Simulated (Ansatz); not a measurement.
A short molecular-dynamics run on ClHOS2W, SMILES `[OH][W](=[S])(=[S])[Cl]`.

```yaml
crystal:
  periodic: [false, false, false]
  atoms:
    - {symbol: O, position_ang: [-0.717561, 1.279465, 0.361175]}
    - {symbol: W, position_ang: [0.297451, -0.212129, -0.101513]}
    - {symbol: S, position_ang: [2.197152, -0.038337, 0.818328]}
    - {symbol: S, position_ang: [-0.650750, -1.971250, 0.594987]}
    - {symbol: Cl, position_ang: [0.559714, -0.352007, -2.334555]}
    - {symbol: H, position_ang: [-1.643907, 1.230258, 0.615378]}
basis:
  gaussian: {orbitals: def2-SVP}
hamiltonian: {xc: {name: BLYP}, dispersion: d3bjatm}
md: {timestep: 1 fs, n_steps: 50, ensemble: nvt_nose_hoover, temperature: 1500, initial_velocities: maxwell_boltzmann, seed: 364}
```

```sh
$ ansatz run in.yaml --threads 4 --pin off --events-out ev --progress --plain --max-ram 10444MiB
```

```tsv
step	time (fs)	potential energy (eV)	kinetic (eV)	T (K)	conserved (eV)
0	0.0	-38075.7301	0.7756	1500	-38074.9546
1	1.0	-38075.7522	0.7989	1545	-38074.9533
2	2.0	-38075.7786	0.8243	1594	-38074.9543
3	3.0	-38075.7961	0.8406	1626	-38074.9555
4	4.0	-38075.7876	0.8327	1610	-38074.9549
5	5.0	-38075.7625	0.8088	1564	-38074.9536
6	6.0	-38075.7396	0.7860	1520	-38074.9534
7	7.0	-38075.7218	0.7672	1484	-38074.9544
8	8.0	-38075.6942	0.7388	1429	-38074.9551
9	9.0	-38075.6466	0.6924	1339	-38074.9540
10	10.0	-38075.5945	0.6416	1241	-38074.9526
11	11.0	-38075.5559	0.6021	1164	-38074.9536
12	12.0	-38075.5190	0.5641	1091	-38074.9547
13	13.0	-38075.4686	0.5144	995	-38074.9540
14	14.0	-38075.4145	0.4616	893	-38074.9528
15	15.0	-38075.3744	0.4217	816	-38074.9527
16	16.0	-38075.3502	0.3967	767	-38074.9537
17	17.0	-38075.3270	0.3728	721	-38074.9545
18	18.0	-38075.2932	0.3402	658	-38074.9536
19	19.0	-38075.2621	0.3105	601	-38074.9523
20	20.0	-38075.2510	0.2989	578	-38074.9531
21	21.0	-38075.2488	0.2957	572	-38074.9544
22	22.0	-38075.2381	0.2858	553	-38074.9539
23	23.0	-38075.2250	0.2741	530	-38074.9528
24	24.0	-38075.2252	0.2748	531	-38074.9526
25	25.0	-38075.2411	0.2901	561	-38074.9536
26	26.0	-38075.2580	0.3065	593	-38074.9546
27	27.0	-38075.2625	0.3122	604	-38074.9539
28	28.0	-38075.2646	0.3162	612	-38074.9526
29	29.0	-38075.2823	0.3338	646	-38074.9533
30	30.0	-38075.3058	0.3565	689	-38074.9548
31	31.0	-38075.3140	0.3657	707	-38074.9546
32	32.0	-38075.3088	0.3624	701	-38074.9535
33	33.0	-38075.3066	0.3615	699	-38074.9531
34	34.0	-38075.3137	0.3687	713	-38074.9539
35	35.0	-38075.3189	0.3739	723	-38074.9549
36	36.0	-38075.3080	0.3645	705	-38074.9544
37	37.0	-38075.2885	0.3476	672	-38074.9528
38	38.0	-38075.2814	0.3413	660	-38074.9530
39	39.0	-38075.2839	0.3434	664	-38074.9545
40	40.0	-38075.2773	0.3381	654	-38074.9543
41	41.0	-38075.2642	0.3274	633	-38074.9530
42	42.0	-38075.2641	0.3289	636	-38074.9525
43	43.0	-38075.2847	0.3498	677	-38074.9534
44	44.0	-38075.3118	0.3769	729	-38074.9547
45	45.0	-38075.3261	0.3931	760	-38074.9544
46	46.0	-38075.3325	0.4026	779	-38074.9528
47	47.0	-38075.3506	0.4217	816	-38074.9535
48	48.0	-38075.3716	0.4429	857	-38074.9552
49	49.0	-38075.3727	0.4462	863	-38074.9548
50	50.0	-38075.3580	0.4348	841	-38074.9535
```

Velocities are drawn at the set temperature; a run this short doesn't reach equilibrium.

Frames (Å, forces in eV/Å):

```xyz
6
time=0.0 fs
O    -0.718    1.279    0.361    0.137    0.897    0.138
W     0.297   -0.212   -0.102   -0.121    0.267   -0.568
S     2.197   -0.038    0.818    1.278    0.097    0.641
S    -0.651   -1.971    0.595   -0.622   -1.202    0.502
Cl    0.560   -0.352   -2.335    0.134   -0.087   -0.933
H    -1.644    1.230    0.615   -0.807    0.027    0.221
6
time=1.0 fs
O    -0.734    1.282    0.367    0.879    0.612   -0.070
W     0.301   -0.211   -0.101   -0.529    0.330   -0.419
S     2.202   -0.036    0.819    1.199    0.089    0.616
S    -0.661   -1.976    0.593   -0.435   -0.926    0.391
Cl    0.556   -0.355   -2.339    0.133   -0.074   -0.821
H    -1.662    1.235    0.583   -1.247   -0.031    0.303
6
time=2.0 fs
O    -0.750    1.285    0.372    0.860    0.324   -0.085
W     0.304   -0.210   -0.100   -0.924    0.374   -0.277
S     2.207   -0.034    0.820    1.111    0.080    0.585
S    -0.672   -1.982    0.591   -0.249   -0.658    0.284
Cl    0.553   -0.359   -2.343    0.132   -0.060   -0.707
H    -1.691    1.240    0.554   -0.929   -0.059    0.199
6
time=3.0 fs
O    -0.766    1.289    0.377    0.298    0.046   -0.029
W     0.307   -0.209   -0.099   -1.298    0.397   -0.144
S     2.213   -0.032    0.821    1.013    0.071    0.550
S    -0.682   -1.987    0.588   -0.065   -0.399    0.181
Cl    0.550   -0.362   -2.348    0.131   -0.046   -0.593
H    -1.730    1.244    0.526   -0.078   -0.069    0.035
6
time=4.0 fs
O    -0.781    1.292    0.382   -0.290   -0.207   -0.023
W     0.310   -0.209   -0.098   -1.641    0.405   -0.023
S     2.218   -0.029    0.822    0.905    0.060    0.510
S    -0.693   -1.993    0.586    0.113   -0.149    0.084
Cl    0.546   -0.365   -2.352    0.130   -0.032   -0.478
H    -1.769    1.248    0.499    0.782   -0.078   -0.070
6
time=5.0 fs
O    -0.797    1.295    0.388   -0.552   -0.431   -0.096
W     0.313   -0.208   -0.098   -1.947    0.402    0.085
S     2.225   -0.027    0.823    0.787    0.048    0.464
S    -0.703   -1.999    0.584    0.286    0.091   -0.006
Cl    0.543   -0.368   -2.357    0.129   -0.017   -0.361
H    -1.801    1.251    0.471    1.297   -0.094   -0.086
6
time=6.0 fs
O    -0.813    1.298    0.393   -0.372   -0.625   -0.219
W     0.316   -0.207   -0.097   -2.214    0.391    0.180
S     2.231   -0.025    0.825    0.660    0.035    0.414
S    -0.714   -2.005    0.582    0.450    0.321   -0.090
Cl    0.540   -0.372   -2.362    0.128   -0.002   -0.243
H    -1.820    1.253    0.442    1.347   -0.119   -0.043
6
time=7.0 fs
O    -0.829    1.301    0.398    0.256   -0.789   -0.348
W     0.318   -0.206   -0.096   -2.440    0.373    0.264
S     2.237   -0.022    0.826    0.525    0.019    0.359
S    -0.724   -2.010    0.580    0.606    0.540   -0.167
Cl    0.537   -0.375   -2.367    0.127    0.013   -0.124
H    -1.826    1.253    0.413    0.925   -0.156    0.015
6
time=8.0 fs
O    -0.845    1.303    0.403    1.236   -0.915   -0.435
W     0.321   -0.205   -0.095   -2.625    0.346    0.335
S     2.244   -0.020    0.828    0.384    0.003    0.302
S    -0.734   -2.016    0.578    0.753    0.744   -0.237
Cl    0.534   -0.378   -2.372    0.126    0.027   -0.005
H    -1.824    1.253    0.384    0.127   -0.205    0.040
6
time=9.0 fs
O    -0.860    1.305    0.407    2.260   -1.007   -0.455
W     0.323   -0.204   -0.095   -2.774    0.308    0.394
S     2.251   -0.018    0.830    0.241   -0.013    0.242
S    -0.744   -2.021    0.576    0.888    0.931   -0.299
Cl    0.530   -0.382   -2.378    0.125    0.042    0.110
H    -1.820    1.250    0.356   -0.741   -0.261    0.007
6
time=10.0 fs
O    -0.874    1.306    0.412    2.814   -1.084   -0.442
W     0.326   -0.203   -0.094   -2.888    0.255    0.441
S     2.258   -0.015    0.831    0.097   -0.029    0.183
S    -0.754   -2.026    0.574    1.013    1.099   -0.353
Cl    0.527   -0.385   -2.383    0.125    0.058    0.220
H    -1.824    1.245    0.327   -1.161   -0.300   -0.049
6
time=11.0 fs
O    -0.886    1.306    0.416    2.589   -1.175   -0.479
W     0.328   -0.202   -0.093   -2.972    0.189    0.475
S     2.265   -0.013    0.833   -0.045   -0.044    0.125
S    -0.763   -2.030    0.572    1.127    1.248   -0.400
Cl    0.524   -0.388   -2.388    0.124    0.074    0.324
H    -1.838    1.237    0.298   -0.824   -0.292   -0.044
6
time=12.0 fs
O    -0.896    1.306    0.419    1.849   -1.286   -0.605
W     0.330   -0.201   -0.092   -3.028    0.112    0.498
S     2.272   -0.011    0.835   -0.183   -0.058    0.067
S    -0.772   -2.035    0.569    1.230    1.379   -0.439
Cl    0.521   -0.392   -2.392    0.123    0.090    0.421
H    -1.861    1.226    0.269    0.009   -0.238    0.058
6
time=13.0 fs
O    -0.906    1.305    0.423    1.113   -1.397   -0.773
W     0.332   -0.199   -0.091   -3.059    0.032    0.511
S     2.278   -0.008    0.837   -0.319   -0.071    0.011
S    -0.781   -2.039    0.567    1.324    1.495   -0.471
Cl    0.518   -0.395   -2.397    0.122    0.106    0.513
H    -1.883    1.213    0.240    0.819   -0.165    0.209
6
time=14.0 fs
O    -0.915    1.303    0.426    0.704   -1.483   -0.913
W     0.333   -0.198   -0.090   -3.064   -0.049    0.518
S     2.285   -0.006    0.839   -0.452   -0.085   -0.044
S    -0.789   -2.042    0.564    1.408    1.597   -0.497
Cl    0.515   -0.398   -2.402    0.122    0.122    0.601
H    -1.898    1.198    0.213    1.283   -0.102    0.336
6
time=15.0 fs
O    -0.923    1.300    0.428    0.723   -1.529   -0.973
W     0.335   -0.197   -0.089   -3.045   -0.129    0.519
S     2.292   -0.004    0.841   -0.582   -0.099   -0.098
S    -0.797   -2.045    0.561    1.482    1.688   -0.519
Cl    0.513   -0.401   -2.406    0.121    0.138    0.685
H    -1.900    1.182    0.190    1.301   -0.070    0.386
6
time=16.0 fs
O    -0.931    1.296    0.430    1.161   -1.516   -0.920
W     0.336   -0.196   -0.088   -3.001   -0.206    0.514
S     2.298   -0.002    0.843   -0.708   -0.113   -0.150
S    -0.804   -2.047    0.558    1.549    1.767   -0.535
Cl    0.510   -0.404   -2.411    0.121    0.153    0.766
H    -1.890    1.166    0.170    0.878   -0.085    0.325
6
time=17.0 fs
O    -0.938    1.291    0.431    1.926   -1.435   -0.745
W     0.337   -0.195   -0.087   -2.935   -0.285    0.504
S     2.304    0.001    0.845   -0.829   -0.128   -0.200
S    -0.811   -2.049    0.555    1.607    1.835   -0.547
Cl    0.507   -0.407   -2.415    0.120    0.169    0.842
H    -1.871    1.149    0.153    0.111   -0.156    0.146
6
time=18.0 fs
O    -0.944    1.286    0.432    2.738   -1.306   -0.509
W     0.338   -0.194   -0.086   -2.850   -0.367    0.487
S     2.310    0.003    0.847   -0.942   -0.141   -0.247
S    -0.817   -2.050    0.551    1.656    1.890   -0.554
Cl    0.504   -0.410   -2.419    0.120    0.184    0.912
H    -1.851    1.130    0.137   -0.722   -0.259   -0.090
6
time=19.0 fs
O    -0.949    1.279    0.432    3.138   -1.202   -0.363
W     0.339   -0.193   -0.085   -2.750   -0.456    0.463
S     2.316    0.005    0.848   -1.047   -0.153   -0.289
S    -0.823   -2.051    0.548    1.697    1.930   -0.556
Cl    0.501   -0.413   -2.422    0.120    0.199    0.975
H    -1.839    1.109    0.121   -1.158   -0.318   -0.231
6
time=20.0 fs
O    -0.951    1.272    0.433    2.839   -1.199   -0.439
W     0.340   -0.192   -0.084   -2.639   -0.552    0.430
S     2.321    0.007    0.850   -1.142   -0.163   -0.326
S    -0.829   -2.051    0.544    1.729    1.955   -0.552
Cl    0.498   -0.416   -2.426    0.120    0.214    1.030
H    -1.837    1.085    0.103   -0.906   -0.256   -0.142
6
time=21.0 fs
O    -0.952    1.265    0.433    2.060   -1.289   -0.698
W     0.341   -0.191   -0.083   -2.519   -0.653    0.388
S     2.326    0.009    0.852   -1.227   -0.171   -0.359
S    -0.833   -2.051    0.540    1.753    1.965   -0.544
Cl    0.496   -0.419   -2.429    0.120    0.229    1.076
H    -1.844    1.058    0.083   -0.186   -0.082    0.137
6
time=22.0 fs
O    -0.952    1.256    0.432    1.261   -1.387   -0.975
W     0.341   -0.190   -0.082   -2.390   -0.760    0.338
S     2.331    0.011    0.853   -1.303   -0.178   -0.388
S    -0.838   -2.050    0.536    1.769    1.963   -0.532
Cl    0.493   -0.422   -2.431    0.121    0.244    1.116
H    -1.853    1.031    0.064    0.541    0.118    0.440
6
time=23.0 fs
O    -0.951    1.246    0.431    0.742   -1.418   -1.144
W     0.341   -0.189   -0.081   -2.245   -0.872    0.279
S     2.335    0.013    0.854   -1.369   -0.183   -0.412
S    -0.842   -2.048    0.532    1.779    1.950   -0.516
Cl    0.490   -0.425   -2.434    0.122    0.257    1.152
H    -1.856    1.004    0.050    0.972    0.266    0.641
6
time=24.0 fs
O    -0.949    1.236    0.430    0.597   -1.342   -1.151
W     0.342   -0.189   -0.079   -2.082   -0.990    0.212
S     2.339    0.015    0.855   -1.428   -0.188   -0.432
S    -0.845   -2.046    0.528    1.782    1.928   -0.496
Cl    0.488   -0.428   -2.436    0.123    0.271    1.183
H    -1.850    0.981    0.042    1.007    0.323    0.685
6
time=25.0 fs
O    -0.947    1.225    0.427    0.826   -1.140   -0.985
W     0.342   -0.188   -0.078   -1.895   -1.118    0.135
S     2.343    0.016    0.857   -1.478   -0.193   -0.448
S    -0.848   -2.043    0.523    1.777    1.896   -0.474
Cl    0.485   -0.430   -2.438    0.125    0.283    1.211
H    -1.835    0.960    0.040    0.645    0.272    0.561
6
time=26.0 fs
O    -0.945    1.213    0.424    1.357   -0.812   -0.669
W     0.342   -0.187   -0.077   -1.684   -1.257    0.047
S     2.346    0.018    0.857   -1.519   -0.197   -0.460
S    -0.850   -2.040    0.519    1.766    1.855   -0.448
Cl    0.483   -0.433   -2.439    0.126    0.296    1.234
H    -1.814    0.942    0.044   -0.046    0.115    0.296
6
time=27.0 fs
O    -0.941    1.201    0.421    1.967   -0.411   -0.300
W     0.342   -0.186   -0.076   -1.455   -1.409   -0.053
S     2.348    0.020    0.858   -1.551   -0.199   -0.467
S    -0.852   -2.036    0.514    1.747    1.802   -0.419
Cl    0.480   -0.435   -2.441    0.129    0.307    1.253
H    -1.792    0.925    0.050   -0.837   -0.091   -0.014
6
time=28.0 fs
O    -0.937    1.188    0.417    2.243   -0.063   -0.054
W     0.342   -0.186   -0.075   -1.213   -1.573   -0.167
S     2.350    0.022    0.859   -1.572   -0.199   -0.469
S    -0.853   -2.032    0.509    1.720    1.735   -0.384
Cl    0.478   -0.438   -2.441    0.131    0.318    1.264
H    -1.779    0.907    0.056   -1.311   -0.219   -0.189
6
time=29.0 fs
O    -0.931    1.176    0.414    1.865    0.119   -0.059
W     0.341   -0.185   -0.074   -0.962   -1.749   -0.295
S     2.352    0.023    0.859   -1.580   -0.197   -0.466
S    -0.853   -2.027    0.504    1.685    1.650   -0.345
Cl    0.475   -0.440   -2.442    0.134    0.329    1.267
H    -1.779    0.887    0.061   -1.142   -0.152   -0.102
6
time=30.0 fs
O    -0.924    1.163    0.410    0.960    0.166   -0.238
W     0.341   -0.185   -0.072   -0.704   -1.936   -0.438
S     2.353    0.025    0.860   -1.578   -0.192   -0.458
S    -0.854   -2.021    0.499    1.640    1.547   -0.301
Cl    0.473   -0.442   -2.442    0.138    0.339    1.262
H    -1.789    0.865    0.065   -0.456    0.077    0.173
6
time=31.0 fs
O    -0.916    1.151    0.406   -0.048    0.213   -0.409
W     0.341   -0.185   -0.071   -0.434   -2.134   -0.595
S     2.354    0.026    0.860   -1.564   -0.186   -0.444
S    -0.853   -2.015    0.493    1.587    1.428   -0.251
Cl    0.470   -0.444   -2.442    0.142    0.349    1.252
H    -1.804    0.844    0.070    0.317    0.330    0.447
6
time=32.0 fs
O    -0.909    1.138    0.402   -0.833    0.363   -0.454
W     0.341   -0.184   -0.070   -0.145   -2.337   -0.762
S     2.354    0.027    0.860   -1.542   -0.179   -0.427
S    -0.852   -2.009    0.488    1.525    1.296   -0.198
Cl    0.468   -0.446   -2.441    0.147    0.357    1.237
H    -1.815    0.827    0.080    0.848    0.500    0.603
6
time=33.0 fs
O    -0.902    1.126    0.398   -1.261    0.648   -0.349
W     0.340   -0.184   -0.069    0.166   -2.543   -0.938
S     2.354    0.029    0.860   -1.510   -0.172   -0.405
S    -0.851   -2.002    0.483    1.456    1.154   -0.141
Cl    0.466   -0.448   -2.441    0.152    0.365    1.220
H    -1.819    0.814    0.095    0.999    0.548    0.614
6
time=34.0 fs
O    -0.895    1.114    0.393   -1.298    1.065   -0.118
W     0.340   -0.184   -0.068    0.493   -2.741   -1.120
S     2.353    0.030    0.860   -1.471   -0.166   -0.380
S    -0.849   -1.995    0.477    1.378    1.002   -0.081
Cl    0.463   -0.450   -2.439    0.157    0.372    1.200
H    -1.813    0.806    0.116    0.740    0.469    0.499
6
time=35.0 fs
O    -0.890    1.103    0.388   -0.969    1.589    0.194
W     0.340   -0.184   -0.067    0.827   -2.923   -1.304
S     2.352    0.031    0.860   -1.424   -0.161   -0.352
S    -0.847   -1.988    0.472    1.293    0.840   -0.018
Cl    0.461   -0.452   -2.438    0.163    0.378    1.177
H    -1.800    0.803    0.142    0.110    0.278    0.302
6
time=36.0 fs
O    -0.885    1.093    0.384   -0.451    2.148    0.507
W     0.339   -0.185   -0.066    1.150   -3.077   -1.489
S     2.350    0.033    0.859   -1.368   -0.156   -0.320
S    -0.845   -1.980    0.466    1.200    0.666    0.050
Cl    0.459   -0.454   -2.436    0.170    0.383    1.151
H    -1.786    0.802    0.171   -0.700    0.036    0.101
6
time=37.0 fs
O    -0.880    1.084    0.380   -0.149    2.607    0.715
W     0.339   -0.185   -0.065    1.441   -3.191   -1.669
S     2.348    0.034    0.859   -1.303   -0.151   -0.284
S    -0.842   -1.972    0.461    1.097    0.475    0.122
Cl    0.457   -0.455   -2.434    0.177    0.386    1.119
H    -1.778    0.802    0.201   -1.264   -0.127   -0.003
6
time=38.0 fs
O    -0.876    1.077    0.376   -0.465    2.842    0.776
W     0.339   -0.186   -0.065    1.685   -3.255   -1.841
S     2.346    0.035    0.858   -1.227   -0.146   -0.245
S    -0.839   -1.964    0.455    0.986    0.264    0.200
Cl    0.455   -0.457   -2.431    0.186    0.389    1.080
H    -1.783    0.801    0.231   -1.165   -0.095    0.030
6
time=39.0 fs
O    -0.871    1.071    0.373   -1.343    2.873    0.763
W     0.339   -0.187   -0.064    1.875   -3.257   -1.998
S     2.343    0.036    0.858   -1.141   -0.141   -0.203
S    -0.835   -1.956    0.450    0.866    0.034    0.283
Cl    0.453   -0.458   -2.429    0.195    0.390    1.035
H    -1.799    0.798    0.262   -0.451    0.101    0.119
6
time=40.0 fs
O    -0.868    1.067    0.370   -2.318    2.821    0.774
W     0.339   -0.188   -0.063    2.006   -3.186   -2.136
S     2.340    0.037    0.857   -1.047   -0.138   -0.158
S    -0.831   -1.947    0.445    0.738   -0.211    0.369
Cl    0.451   -0.459   -2.425    0.204    0.390    0.986
H    -1.819    0.797    0.293    0.417    0.323    0.164
6
time=41.0 fs
O    -0.866    1.065    0.367   -2.979    2.776    0.830
W     0.339   -0.189   -0.063    2.077   -3.029   -2.249
S     2.336    0.038    0.856   -0.948   -0.136   -0.111
S    -0.827   -1.939    0.439    0.602   -0.464    0.457
Cl    0.449   -0.460   -2.422    0.215    0.389    0.934
H    -1.835    0.799    0.326    1.033    0.464    0.139
6
time=42.0 fs
O    -0.865    1.064    0.365   -3.146    2.760    0.896
W     0.340   -0.190   -0.063    2.087   -2.779   -2.337
S     2.332    0.039    0.855   -0.844   -0.138   -0.063
S    -0.823   -1.931    0.434    0.461   -0.720    0.547
Cl    0.447   -0.461   -2.419    0.226    0.386    0.881
H    -1.841    0.805    0.361    1.216    0.491    0.075
6
time=43.0 fs
O    -0.867    1.065    0.364   -2.775    2.769    0.926
W     0.340   -0.192   -0.063    2.034   -2.435   -2.398
S     2.328    0.040    0.855   -0.738   -0.144   -0.014
S    -0.819   -1.923    0.429    0.313   -0.975    0.638
Cl    0.445   -0.462   -2.415    0.239    0.382    0.827
H    -1.836    0.816    0.396    0.926    0.402    0.021
6
time=44.0 fs
O    -0.870    1.068    0.363   -1.912    2.792    0.875
W     0.341   -0.194   -0.063    1.917   -2.004   -2.434
S     2.324    0.041    0.854   -0.629   -0.152    0.036
S    -0.814   -1.916    0.425    0.161   -1.228    0.729
Cl    0.443   -0.463   -2.411    0.252    0.377    0.771
H    -1.822    0.831    0.432    0.210    0.215    0.022
6
time=45.0 fs
O    -0.875    1.073    0.363   -0.802    2.784    0.727
W     0.341   -0.195   -0.063    1.740   -1.503   -2.447
S     2.320    0.042    0.853   -0.515   -0.162    0.086
S    -0.810   -1.909    0.420    0.006   -1.481    0.821
Cl    0.441   -0.464   -2.406    0.266    0.371    0.712
H    -1.806    0.847    0.468   -0.694   -0.009    0.101
6
time=46.0 fs
O    -0.879    1.079    0.363    0.041    2.654    0.540
W     0.342   -0.197   -0.063    1.508   -0.954   -2.442
S     2.315    0.042    0.852   -0.397   -0.172    0.138
S    -0.805   -1.902    0.416   -0.150   -1.735    0.914
Cl    0.440   -0.464   -2.402    0.281    0.363    0.648
H    -1.796    0.864    0.504   -1.283   -0.155    0.202
6
time=47.0 fs
O    -0.884    1.086    0.364    0.153    2.331    0.443
W     0.343   -0.199   -0.063    1.237   -0.381   -2.418
S     2.310    0.043    0.852   -0.274   -0.182    0.191
S    -0.801   -1.896    0.412   -0.305   -1.991    1.005
Cl    0.438   -0.465   -2.397    0.296    0.355    0.578
H    -1.799    0.880    0.543   -1.108   -0.132    0.201
6
time=48.0 fs
O    -0.889    1.096    0.364   -0.347    1.872    0.504
W     0.343   -0.201   -0.064    0.940    0.200   -2.378
S     2.306    0.044    0.851   -0.146   -0.192    0.244
S    -0.796   -1.890    0.408   -0.454   -2.243    1.093
Cl    0.437   -0.465   -2.392    0.311    0.346    0.502
H    -1.812    0.894    0.584   -0.303    0.017    0.035
6
time=49.0 fs
O    -0.894    1.106    0.365   -0.928    1.397    0.645
W     0.344   -0.203   -0.064    0.629    0.777   -2.324
S     2.301    0.044    0.850   -0.018   -0.202    0.298
S    -0.792   -1.885    0.405   -0.597   -2.481    1.177
Cl    0.435   -0.466   -2.387    0.326    0.338    0.420
H    -1.828    0.908    0.626    0.587    0.172   -0.216
6
time=50.0 fs
O    -0.900    1.117    0.367   -1.190    0.987    0.747
W     0.345   -0.205   -0.065    0.314    1.341   -2.258
S     2.296    0.045    0.850    0.110   -0.211    0.351
S    -0.788   -1.881    0.401   -0.730   -2.696    1.255
Cl    0.434   -0.466   -2.382    0.340    0.328    0.336
H    -1.839    0.924    0.665    1.155    0.252   -0.430
```

Hardware: 4 threads of an Arm Neoverse V2 on a shared host. Wall time 66 s, peak host memory 0.46 GiB.
